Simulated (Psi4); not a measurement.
CH₃Cl₃Si, singlet, at a GFN2-xTB geometry, with bond 7-1 at 1.25 times its length; Psi4 with HF/STO-3G.

Psi4 was given this input:
```
memory 2 GB

molecule {
0 1
C    -2.08539302   -0.43002418    0.05735758
Si   -0.22565362   -0.04653152    0.00620648
Cl    0.68040569   -1.19502435   -1.39062803
Cl    0.06775652    1.90072752   -0.45554951
Cl    0.60976201   -0.42568869    1.80882858
H    -2.26630565   -1.46926637    0.31744164
H    -2.72200894    0.34075916    0.97658779
H    -2.55221147   -0.24599592   -0.90628735
}

set {
  basis sto-3g
  stability_analysis check
  scf_type pk
}

energy('scf')
print_variables()
```

The log (banner, timings and long lists left out):

```
   => Loading Basis Set <=

    Name: STO-3G
    Role: ORBITAL
    Keyword: BASIS

         ---------------------------------------------------------
                                   SCF
               by Justin Turney, Rob Parrish, Andy Simmonett
                          and Daniel G. A. Smith
                              RHF Reference
         ---------------------------------------------------------

  ==> Geometry <==

    Molecular point group: c1
    Full point group: C1

    Geometry (in Angstrom), charge = 0, multiplicity = 1:

       Center              X                  Y                   Z               Mass
    ------------   -----------------  -----------------  -----------------  -----------------
         C           -2.143184148373    -0.443170467141     0.057718245319    12.000000000000
         SI          -0.283444748373    -0.059677807141     0.006567145319    27.976926534650
         CL           0.622614561627    -1.208170637141    -1.390267364681    34.968852682000
         CL           0.009965391627     1.887581232859    -0.455188844681    34.968852682000
         CL           0.551970881627    -0.438834977141     1.809189245319    34.968852682000
         H           -2.324096778373    -1.482412657141     0.317802305319     1.007825032230
         H           -2.779800068373     0.327612872859     0.976948455319     1.007825032230
         H           -2.610002598373    -0.259142207141    -0.905926684681     1.007825032230

  Running in c1 symmetry.

  Rotational constants: A =      0.05842  B =      0.05830  C =      0.04407 [cm^-1]
  Rotational constants: A =   1751.34335  B =   1747.78614  C =   1321.18925 [MHz]
  Nuclear repulsion =  439.662746544452034

  Charge       = 0
  Multiplicity = 1
  Electrons    = 74
  Nalpha       = 37
  Nbeta        = 37

  ==> Algorithm <==

  SCF Algorithm Type is PK.
  DIIS enabled.
  MOM disabled.
  Fractional occupation disabled.
  Guess Type is SAD.
  Energy threshold   = 1.00e-06
  Density threshold  = 1.00e-06
  Integral threshold = 1.00e-12

  ==> Primary Basis <==

  Basis Set: STO-3G
    Blend: STO-3G
    Number of shells: 26
    Number of basis functions: 44
    Number of Cartesian functions: 44
    Spherical Harmonics?: true
    Max angular momentum: 1

  ==> Integral Setup <==

  Using in-core PK algorithm.
   Calculation information:
      Number of atoms:                   8
      Number of AO shells:              26
      Number of primitives:             78
[...]
	Constructing frozen core operators
	Starting first half-transformation.
	Sorting half-transformed integrals.
	First half integral transformation complete.
	Starting second half-transformation.
	Two-electron integral transformation complete.
	Starting first half-transformation.
	Sorting half-transformed integrals.
	First half integral transformation complete.
	Starting second half-transformation.
	Two-electron integral transformation complete.
    Lowest singlet (RHF->RHF) stability eigenvalues:
       A 0.382844         A 0.391208         A 0.392282         A 0.398201
       A 0.410427

    Lowest triplet (RHF->UHF) stability eigenvalues:
       A 0.165359         A 0.275447         A 0.295156         A 0.295600
       A 0.324970

  ==> Post-Iterations <==

    Orbital Energies [Eh]
    ---------------------

    Doubly Occupied:

[...]
      37A     -0.401294

    Virtual:

[...]
      44A      0.699242

    Final Occupation by Irrep:
              A
    DOCC [    37 ]
    NA   [    37 ]
    NB   [    37 ]

  @RHF Final Energy: -1688.63475124346155

   => Energetics <=

    Nuclear Repulsion Energy =            439.6627465444520340
    One-Electron Energy =               -3215.2322367771967038
    Two-Electron Energy =                1086.9347389892830051
    Total Energy =                      -1688.6347512434615510

Computation Completed

Properties will be evaluated at   0.000000,   0.000000,   0.000000 [a0]

Properties computed using the SCF density matrix

 Multipole Moments:

 ------------------------------------------------------------------------------------
     Multipole            Electronic (a.u.)      Nuclear  (a.u.)        Total (a.u.)
 ------------------------------------------------------------------------------------

 L = 1.  Multiply by 2.5417464519 to convert [e a0] to [Debye]
 Dipole X            :          7.1875575           -8.3221018           -1.1345443
 Dipole Y            :          1.3074008           -1.5470594           -0.2396586
 Dipole Z            :         -0.3723424            0.3978539            0.0255114
 Magnitude           :                                                    1.1598611

 ------------------------------------------------------------------------------------

  Variable Map:
  ----------------------------------------------------------------------------
[...]
  Array Variable Map:
  ----------------------------------------------------------------------------
[...]
[...]
```
